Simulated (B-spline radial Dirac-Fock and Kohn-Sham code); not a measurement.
Relativistic shifts of the levels of Hg¹²⁺

System: Hg¹²⁺ in the configuration [Xe] 4f14.

Both columns are ΔSCF binding energies of the configuration average from a radial atomic solver: non-relativistic Hartree-Fock with a point nucleus, and Dirac-Fock with a finite nucleus and the Coulomb interaction alone, averaged over the two j levels with weights 2j+1.

| shell | Hartree-Fock (eV) | Dirac-Fock (eV) | shift (eV) | shift (%) |
| --- | --- | --- | --- | --- |
| 1s | 75763.6 | 83794.5 | +8030.83 | +10.60 |
| 2s | 12991.8 | 15151.0 | +2159.19 | +16.62 |
| 2p | 12483.4 | 13211.5 | +728.06 | +5.83 |
| 3s | 3280.0 | 3821.3 | +541.30 | +16.50 |
| 3p | 3039.9 | 3244.5 | +204.64 | +6.73 |
| 3d | 2596.6 | 2575.5 | -21.11 | -0.81 |
| 4s | 910.3 | 1047.6 | +137.33 | +15.09 |
| 4p | 804.8 | 853.6 | +48.82 | +6.07 |
| 4d | 611.1 | 604.3 | -6.72 | -1.10 |
| 4f | 350.1 | 333.4 | -16.71 | -4.77 |
| 5s | 315.2 | 345.5 | +30.22 | +9.59 |
| 5p | 273.3 | 282.6 | +9.27 | +3.39 |

Relativity binds 1s, 2s, 2p, 3s, 3p, 4s, 4p, 5s, 5p more strongly, among those listed most of all 2s in relative terms, and 3d, 4d, 4f more weakly, because the contracted s and p shells screen the nucleus better.

Values without a named source are computed, but for edge energies of neutral atoms, which are taken from tables.
